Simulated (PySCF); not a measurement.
5-fluorocyclopenta-1,3-diene (C5H5F), SMILES C1C(F)C=CC=1.

The structure is a stationary point at B3LYP-D3(BJ)/def2-SVP. Other conformers were not sampled.

Level of theory: PySCF with PBE0/def2-TZVP.

Symmetry labels are those of the subgroup Cs that the program uses (full group Cs).

Computed valence orbital energies around the gap with their symmetry:
| orbital | symmetry | energy (eV) |
|---|---|---|
| HOMO−7 | A' | -12.53 |
| HOMO−6 | A" | -12.43 |
| HOMO−5 | A" | -11.60 |
| HOMO−4 | A' | -10.82 |
| HOMO−3 | A' | -10.00 |
| HOMO−2 | A" | -9.64 |
| HOMO−1 | A' | -9.03 |
| HOMO | A" | -6.73 |
| LUMO | A' | -1.36 |
| LUMO+1 | A" | 1.55 |
| LUMO+2 | A' | 1.72 |
| LUMO+3 | A' | 2.25 |
